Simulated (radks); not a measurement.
Trend from Rb to Xe: ionisation energy by Delta-SCF between NIST ground configurations, and size. Calculated with a radial shooting solver on a logarithmic mesh with Libxc functionals: Dirac Kohn-Sham, PBE, spin-unpolarised, spherical densities, finite nucleus; open shells fill j = l - 1/2 first; Fermi nuclear charge, rms radius of each element as measured or else 0.836 A^(1/3) + 0.57 fm.

[
 {"species": "Rb", "configuration": "[Kr] 5s1", "configuration of the ion": "[Kr]", "IE (eV)": "4.153", "NIST (eV)": "4.177", "kind": "exp.", "r at 0.001 e/bohr^3 (bohr)": "4.51"},
 {"species": "Sr", "configuration": "[Kr] 5s2", "configuration of the ion": "[Kr] 5s1", "IE (eV)": "5.885", "NIST (eV)": "5.695", "kind": "exp.", "r at 0.001 e/bohr^3 (bohr)": "5.26"},
 {"species": "Zr", "configuration": "[Kr] 4d2 5s2", "configuration of the ion": "[Kr] 4d2 5s1", "IE (eV)": "7.123", "NIST (eV)": "6.634", "kind": "exp.", "r at 0.001 e/bohr^3 (bohr)": "5.08"},
 {"species": "Nb", "configuration": "[Kr] 4d4 5s1", "configuration of the ion": "[Kr] 4d4", "IE (eV)": "6.609", "NIST (eV)": "6.759", "kind": "exp.", "r at 0.001 e/bohr^3 (bohr)": "4.82"},
 {"species": "Mo", "configuration": "[Kr] 4d5 5s1", "configuration of the ion": "[Kr] 4d5", "IE (eV)": "6.868", "NIST (eV)": "7.092", "kind": "exp.", "r at 0.001 e/bohr^3 (bohr)": "4.71"},
 {"species": "Tc", "configuration": "[Kr] 4d5 5s2", "configuration of the ion": "[Kr] 4d5 5s1", "IE (eV)": "8.135", "NIST (eV)": "7.119", "kind": "exp.", "r at 0.001 e/bohr^3 (bohr)": "4.75"},
 {"species": "Ru", "configuration": "[Kr] 4d7 5s1", "configuration of the ion": "[Kr] 4d7", "IE (eV)": "7.281", "NIST (eV)": "7.361", "kind": "exp.", "r at 0.001 e/bohr^3 (bohr)": "4.50"},
 {"species": "Rh", "configuration": "[Kr] 4d8 5s1", "configuration of the ion": "[Kr] 4d8", "IE (eV)": "7.454", "NIST (eV)": "7.459", "kind": "exp.", "r at 0.001 e/bohr^3 (bohr)": "4.41"},
 {"species": "Pd", "configuration": "[Kr] 4d10", "configuration of the ion": "[Kr] 4d9", "IE (eV)": "8.928", "NIST (eV)": "8.337", "kind": "exp.", "r at 0.001 e/bohr^3 (bohr)": "4.08"},
 {"species": "Ag", "configuration": "[Kr] 4d10 5s1", "configuration of the ion": "[Kr] 4d10", "IE (eV)": "7.759", "NIST (eV)": "7.576", "kind": "exp.", "r at 0.001 e/bohr^3 (bohr)": "4.26"},
 {"species": "Cd", "configuration": "[Kr] 4d10 5s2", "configuration of the ion": "[Kr] 4d10 5s1", "IE (eV)": "9.274", "NIST (eV)": "8.994", "kind": "exp.", "r at 0.001 e/bohr^3 (bohr)": "4.38"},
 {"species": "In", "configuration": "[Kr] 4d10 5s2 5p1", "configuration of the ion": "[Kr] 4d10 5s2", "IE (eV)": "5.572", "NIST (eV)": "5.786", "kind": "exp.", "r at 0.001 e/bohr^3 (bohr)": "4.62"},
 {"species": "Sn", "configuration": "[Kr] 4d10 5s2 5p2", "configuration of the ion": "[Kr] 4d10 5s2 5p1", "IE (eV)": "7.095", "NIST (eV)": "7.344", "kind": "exp.", "r at 0.001 e/bohr^3 (bohr)": "4.69"},
 {"species": "Sb", "configuration": "[Kr] 4d10 5s2 5p3", "configuration of the ion": "[Kr] 4d10 5s2 5p2", "IE (eV)": "7.960", "NIST (eV)": "8.608", "kind": "exp.", "r at 0.001 e/bohr^3 (bohr)": "4.68"},
 {"species": "Te", "configuration": "[Kr] 4d10 5s2 5p4", "configuration of the ion": "[Kr] 4d10 5s2 5p3", "IE (eV)": "9.352", "NIST (eV)": "9.010", "kind": "exp.", "r at 0.001 e/bohr^3 (bohr)": "4.61"},
 {"species": "I", "configuration": "[Kr] 4d10 5s2 5p5", "configuration of the ion": "[Kr] 4d10 5s2 5p4", "IE (eV)": "10.731", "NIST (eV)": "10.451", "kind": "exp.", "r at 0.001 e/bohr^3 (bohr)": "4.52"},
 {"species": "Xe", "configuration": "[Xe]", "configuration of the ion": "[Kr] 4d10 5s2 5p5", "IE (eV)": "12.110", "NIST (eV)": "12.130", "kind": "exp.", "r at 0.001 e/bohr^3 (bohr)": "4.41"}
]

Reference values: NIST Atomic Spectra Database (exp. = measured, semi-emp. = semi-empirical, theory = theoretical value adopted there). Spin polarisation and multiplet splitting are left out, so open shells lie too high by an amount that depends on their filling.

Beside tabulated values, note that spin-unpolarised runs miss the spin-polarisation part of the exchange energy of open shells.
